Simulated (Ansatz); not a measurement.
Correlation energies of CH₇ClO₃Si₂, SMILES `C[Si@@H](O)O[Si@H](O)Cl` by basis set

```xyz
14

C    -0.818   -0.720    1.979
Si   -0.982   -0.295    0.192
O    -0.955    1.353    0.061
O     0.303   -0.902   -0.642
Si    1.472   -0.157   -1.487
O     2.178    1.042   -0.645
Cl    0.600    0.613   -3.191
H    -1.682   -0.364    2.545
H    -0.741   -1.802    2.111
H     0.081   -0.261    2.398
H    -2.217   -0.832   -0.430
H    -1.339    1.731   -0.733
H     2.514   -1.112   -1.877
H     1.586    1.707   -0.281
```

Total charge 0; spin multiplicity 1. All single points use the PBE0-D4/def2-TZVP geometry. It is one conformer, not always the lowest. Frozen core, restricted reference, the Gaussian-basis code of Ansatz. CBS rows extrapolate triple and quadruple zeta; past MP2 they add the triple-zeta difference.

| basis | HF (Eh) | MP2 corr. | CCSD corr. | (T) | CCSD(T) total |
| --- | --- | --- | --- | --- | --- |
| def2-TZVPP | -1304.35420 | ? | ? | -0.05093 | ? |
| def2-QZVPP | -1304.39913 | ? | – | – | – |
| CBS(def2) | -1304.40531 | ? | -1.55643 | as TZ | ? |

Task: Fill in the withheld values. (An estimate is asked.)

Result: Computed: def2-TZVPP MP2 corr.: -1.31527; def2-TZVPP CCSD corr.: -1.36600; def2-TZVPP CCSD(T) total: -1305.77113; def2-QZVPP MP2 corr.: -1.42467; CBS(def2) MP2 corr.: -1.50571; CBS(def2) CCSD(T) total: -1306.01267.
